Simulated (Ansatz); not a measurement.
Cd7Te7 was relaxed with PBE-D4 (def2-SVP) in Ansatz in these states: charge -1 doublet, neutral singlet. The geometries follow in no particular order.

In the def2 sets Cd, Te take a core potential; there is no spin–orbit coupling.

A:

```csv
atom,x (Å),y (Å),z (Å)
Te1,1.521,-1.688,-3.285
Te2,-3.896,1.076,2.193
Te3,-2.362,0.300,-2.317
Te4,-0.552,-2.863,1.219
Te5,3.945,-1.404,1.130
Te6,0.664,2.097,1.152
Te7,2.140,2.416,-1.506
Cd8,-2.598,-1.232,1.807
Cd9,-0.546,-1.764,-1.389
Cd10,3.028,-0.374,-1.227
Cd11,-1.926,1.483,0.138
Cd12,-1.115,1.739,3.486
Cd13,0.328,0.900,-2.963
Cd14,1.369,-0.685,1.562
```

B:

```xyz
14

Te    3.2223   -0.9044    2.1532
Te   -3.9937    2.3948    0.2086
Te   -1.0175    0.0342    3.1202
Te    1.2000    2.8698   -0.4891
Te    3.2448   -0.6687   -2.7395
Te   -1.5556   -1.1957   -1.6798
Te    0.5076   -3.9074    0.1419
Cd   -1.4373    3.0908   -0.0625
Cd    1.2766    0.9945    1.6302
Cd    2.5568   -2.0907   -0.4802
Cd   -2.3287    0.0804    0.6744
Cd   -3.1077    1.1576   -2.7802
Cd    0.5968   -2.1369    2.2173
Cd    0.8356    0.2818   -1.9144
```

Q: Judge from the bond lengths which geometry belongs to which state (an estimate).

A: A is the neutral singlet (Te6–Te7 3.057 Å, Cd11–Cd12 3.455 Å, Te2–Cd12 3.138 Å); B is the charge -1 doublet (Te6–Te7 3.864 Å, Cd11–Cd12 3.701 Å, Te2–Cd12 3.354 Å).
